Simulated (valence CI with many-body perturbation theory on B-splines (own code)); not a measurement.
# E1 line list for Sr XXXIII

Computed by relativistic CI+MBPT: four valence electrons over a frozen Dirac-Fock core [He], a basis of 11 s, 11 p, 10 d, 8 f, 5 g, 2 h functions for each j, with the one-electron correlation potential Σ1 (screened to all orders), the two-electron term Σ2, the three-electron term Σ3, Breit, model QED; selected single and double excitations, second order for the rest, scaled by the run's own slope (own B-spline code, finite nucleus).

No measured spectrum was set against this ion. As an estimate, large intervals hold to a few tenths of a per cent, small ones and those within an open d or f shell to about a per cent. Among the levels kept, up to 1100 cm⁻¹ of a level comes from second order outside the variational space, and about a tenth of that is noise between levels of different J, which matters for small intervals.

Lines 101 to 150 of 542 in falling wavelength, among levels below 22190 × 10³ cm⁻¹, chosen from the strongest by gf and those to the six lowest levels. Wavelengths and rates use the calculated energies. Electric multipoles are in the length gauge, E1 and E2 with the static RPA response of the core. Weak lines are less certain than strong ones. Lines between different terms over intervals too small for the method are left out, as are lines whose strength nearly cancels. The highest levels of a list are the least certain.

Levels are named by their leading jj configuration (3d3/2^4 stands for four electrons in 3d with j = 3/2), which in mixed levels can hold well under half, so a name can repeat and another be missing. Letters in brackets count levels of one name in rising energy.

```csv
λ vac (Å),Upper,Lower,A (s⁻¹),log gf,Branch %
204.5,(2s 2p1/2 2p3/2 3d3/2) J=2 [a],(2s 2p1/2 2p3/2 3p1/2) J=1 [a],3.26e+09,-0.99,0.0
204.1,(2s 2p1/2 2p3/2 3d3/2) J=1 [a],(2s 2p1/2 2p3/2 3p1/2) J=1 [a],4.71e+09,-1.05,0.0
203.0,(2s^2 2p1/2 3d3/2) J=2,(2s^2 2p1/2 3p1/2) J=1,6.39e+09,-0.71,0.0
202.3,(2s 2p3/2^2 3p3/2) J=2 [b],(2s 2p3/2^2 3s) J=1 [a],7.95e+09,-0.61,0.2
200.5,(2s 2p1/2 2p3/2 3p3/2) J=2 [c],(2s 2p1/2 2p3/2 3s) J=1 [b],4.54e+09,-0.86,0.0
199.2,(2p1/2 2p3/2^2 3p3/2) J=1 [b],(2p1/2 2p3/2^2 3s) J=2 [b],5.33e+09,-1.02,0.0
198.9,(2s 2p1/2^2 3p3/2) J=2,(2s 2p1/2^2 3s) J=1,1.12e+10,-0.48,0.7
198.1,(2s^2 2p1/2 3p3/2) J=1,(2s^2 2p1/2 3s) J=0,6.46e+09,-0.94,0.7
196.8,(2s^2 2p1/2 3p3/2) J=2,(2s^2 2p1/2 3s) J=1,1.06e+10,-0.51,3.6
195.3,(2s 2p3/2^2 3p3/2) J=2 [c],(2s 2p3/2^2 3s) J=1 [b],7.34e+09,-0.68,0.5
194.9,(2s 2p1/2 2p3/2 3p3/2) J=3 [a],(2s^2 2p3/2 3p3/2) J=2,2.32e+09,-1.03,0.0
192.1,(2s 2p1/2 2p3/2 3p3/2) J=1 [d],(2s 2p1/2 2p3/2 3s) J=0,6.32e+09,-0.98,0.1
191.9,(2s 2p3/2^2 3p3/2) J=2 [a],(2s 2p3/2^2 3s) J=2 [a],6.33e+09,-0.76,0.0
190.9,(2s^2 2p3/2 3p3/2) J=2,(2s^2 2p3/2 3s) J=1,5.02e+09,-0.86,0.1
185.8,(2p1/2^2 2p3/2 3p3/2) J=2,(2p1/2^2 2p3/2 3s) J=2,4.54e+09,-0.93,0.0
181.8,(2s 2p1/2 2p3/2 3p3/2) J=1 [c],(2s 2p1/2 2p3/2 3s) J=1 [b],9.80e+09,-0.84,0.1
176.2,(2p1/2 2p3/2^2 3p3/2) J=2 [b],(2p1/2 2p3/2^2 3s) J=2 [b],1.43e+10,-0.48,0.1
173.3,(2s 2p1/2 2p3/2 3p3/2) J=3 [b],(2s 2p1/2 2p3/2 3s) J=3,6.08e+09,-0.72,0.0
169.8,(2p1/2 2p3/2^2 3p3/2) J=1 [b],(2p1/2 2p3/2^2 3s) J=1 [a],6.82e+09,-1.05,0.0
167.6,(2s 2p3/2^2 3p3/2) J=1 [c],(2s 2p3/2^2 3s) J=1 [b],1.33e+10,-0.77,0.1
154.3,(2s^2 2p3/2 3p3/2) J=0,(2s^2 2p3/2 3s) J=1,2.47e+10,-1.05,1.7
137.5,(2p1/2 2p3/2^2 3p1/2) J=3,(2s 2p3/2^2 3p1/2) J=2 [b],7.16e+09,-0.85,0.0
129.8,(2s 2p1/2^2 2p3/2) J=2,(2s^2 2p1/2 2p3/2) J=2,8.96e+08,-1.95,32.6
124.0,(2p1/2 2p3/2^2 3s) J=3,(2s 2p3/2^2 3s) J=2 [b],1.11e+10,-0.75,0.1
116.4,(2s 2p1/2^2 2p3/2) J=2,(2s^2 2p1/2 2p3/2) J=1,1.85e+09,-1.73,67.3
110.0,(2s 2p1/2 2p3/2^2) J=3,(2s^2 2p3/2^2) J=2,4.15e+09,-1.28,18.9
92.81,(2p1/2 2p3/2^2 3p3/2) J=3 [a],(2s 2p3/2^2 3p3/2) J=4,1.17e+10,-0.98,0.1
92.21,(2s 2p1/2 2p3/2^2) J=1 [b],(2s^2 2p3/2^2) J=0,3.58e+09,-1.86,1.6
90.38,(2p1/2 2p3/2^2 3p1/2) J=3,(2s 2p3/2^2 3p1/2) J=3,1.76e+10,-0.82,0.1
87.97,(2s 2p1/2^2 2p3/2) J=1,(2s^2 2p1/2 2p3/2) J=2,4.63e+09,-1.79,5.4
85.04,(2p1/2 2p3/2^2 3s) J=2 [b],(2s 2p3/2^2 3s) J=2 [a],2.78e+10,-0.82,0.2
84.26,(2p1/2 2p3/2^2 3p3/2) J=3 [b],(2s 2p3/2^2 3p3/2) J=3 [a],1.52e+10,-0.95,0.1
84.11,(2p1/2 2p3/2^2 3p3/2) J=4,(2s 2p3/2^2 3p3/2) J=4,1.99e+10,-0.72,0.1
84.01,(2p1/2^2 2p3/2 3d5/2) J=3,(2s 2p1/2 2p3/2 3d5/2) J=4 [b],2.08e+10,-0.81,0.0
83.49,(2p1/2^2 2p3/2 3s) J=1,(2s 2p1/2 2p3/2 3s) J=2 [b],3.53e+10,-0.96,0.2
82.73,(2p1/2^2 2p3/2 3p3/2) J=2,(2s 2p1/2 2p3/2 3p3/2) J=3 [b],2.32e+10,-0.92,0.1
82.20,(2s 2p1/2 2p3/2^2) J=2 [b],(2s^2 2p3/2^2) J=2,2.44e+09,-1.91,1.8
82.17,(2p1/2^2 2p3/2 3d3/2) J=3,(2s 2p1/2 2p3/2 3d3/2) J=4,2.46e+10,-0.76,1.7
81.91,(2p1/2^2 2p3/2 3p3/2) J=3,(2s 2p1/2 2p3/2 3p3/2) J=4,2.75e+10,-0.71,0.1
81.43,(2p1/2^2 2p3/2 3d5/2) J=4,(2s 2p1/2 2p3/2 3d5/2) J=5,2.94e+10,-0.58,14.5
81.29,(2p1/2 2p3/2^2 3s) J=3,(2s 2p3/2^2 3s) J=3,2.07e+10,-0.84,0.2
81.11,(2p1/2^2 2p3/2 3p1/2) J=2,(2s 2p1/2 2p3/2 3p1/2) J=3,2.18e+10,-0.97,0.1
80.31,(2p1/2 2p3/2^3) J=2,(2s 2p3/2^3) J=2,3.95e+10,-0.72,19.6
80.14,(2p1/2^2 2p3/2 3s) J=2,(2s 2p1/2 2p3/2 3s) J=3,2.53e+10,-0.91,0.3
77.48,(2s 2p1/2 2p3/2^2) J=1 [b],(2s^2 2p3/2^2) J=2,3.46e+09,-2.03,1.6
76.37,(2p1/2 2p3/2^2 3p3/2) J=3 [a],(2s 2p1/2 2p3/2 3p3/2) J=2 [d],1.82e+10,-0.95,0.1
74.26,(2p1/2^2 2p3/2^2) J=2,(2s 2p1/2 2p3/2^2) J=3,4.20e+10,-0.76,24.4
73.99,(2p1/2 2p3/2^2 3s) J=2 [a],(2s 2p1/2 2p3/2 3s) J=1 [c],3.61e+10,-0.83,0.5
73.65,(2s 2p3/2^2 3d5/2) J=5,(2s^2 2p3/2 3d5/2) J=4,1.26e+10,-0.95,81.3
73.40,(2s 2p3/2^2 3s) J=3,(2s^2 2p3/2 3s) J=2,2.31e+10,-0.88,0.1
```

Q: How does gf follow from A for the line at 137.5 Å?

A: gf = 1.4992 × (2J+1)_upper × A / σ², with σ = 727063 cm⁻¹ and 2J+1 = 7: gf = 0.142.
